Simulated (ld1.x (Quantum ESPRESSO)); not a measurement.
Varying the TM potential for tungsten

Base potential:

ld1.x (Quantum ESPRESSO) 7.5 input, shortened:

```
&input
   title='W', zed=74., rel=2, dft='PBE', iswitch=3,
   config='[Xe] 4f14 5d4 6s1.5 6p0', rel_dist='average'
 /
 &inputp
   pseudotype=2, tm=.true., lloc=0,
   nlcc=.true., new_core_ps=.true., rcore=0.90
 /
3
5P  2  1   6.00   0.00  1.45  1.45  0.0
5D  3  2   4.00   0.00  2.45  2.45  0.0
6S  1  0   1.50   0.00  2.60  2.60  0.0
 &test
   configts(1)='5p6 5d4 6s1.5 6p0'
 /
```

Open shells are filled in proportion to 2j + 1 (rel_dist='average').

Cutoffs, loose and tight: the cutoffs (Ry, on a coarse ladder) from which the occupation-weighted sum of valence levels, in a spherical-Bessel basis at the reference potential, stays within 10 and 1 mRy of its value at 400 Ry. They do not see the model core or the augmentation charge, which bear on the density cutoff. Test errors are all-electron minus pseudo excitation energies from the reference, over the configurations 5p6 5d4 6s2 6p0; 5p6 5d4 6s1 6p0; 5p6 5d4 6s0 6p0; 5p6 5d4 6s1 6p1; 5p6 5d4 6s0 6p1; 5p6 5d3 6s0 6p0; 5p6 5d3 6s2 6p0. A dash means not determined; rows that change the core or the reference have their own tests.

```csv
change,outcome,"cutoff, loose","cutoff, tight",bound ghosts,largest test error (meV)
base,generated,80 Ry,110 Ry,none,-883
wave 5p (bound): rc 1.45 bohr becomes 5p (bound): rc 0.98 bohr,generated,200 Ry,over 300 Ry,none,-884
wave 5p (bound): rc 1.45 bohr becomes 5p (bound): rc 1.08 bohr,generated,110 Ry,200 Ry,none,-884
wave 5p (bound): rc 1.45 bohr becomes 5p (bound): rc 1.28 bohr,generated,100 Ry,140 Ry,none,-884
wave 5p (bound): rc 1.45 bohr becomes 5p (bound): rc 1.46 bohr,generated,80 Ry,110 Ry,none,-883
wave 5p (bound): rc 1.45 bohr becomes 5p (bound): rc 1.62 bohr,generated,50 Ry,90 Ry,none,-881
wave 5p (bound): rc 1.45 bohr becomes 5p (bound): rc 1.86 bohr,generated,35 Ry,50 Ry,none,-877
wave 5p (bound): rc 1.45 bohr becomes 5p (bound): rc 2.02 bohr,generated,30 Ry,45 Ry,none,-874
wave 5p (bound): rc 1.45 bohr becomes 5p (bound): rc 2.16 bohr,generated,30 Ry,45 Ry,none,-872
```

Reading the sweep of the p radius (base included, trends over the rows without a ghost): The loose cutoff falls from 200 Ry at 0.98 to 30 Ry at 2.16 bohr. A larger radius leaves more room for a smooth pseudo-wave, so fewer plane waves are needed; a smaller one forces it to follow the all-electron wave where it bends sharply. The median size of the test errors (rows with all tests solved) stays near 40.0 meV.
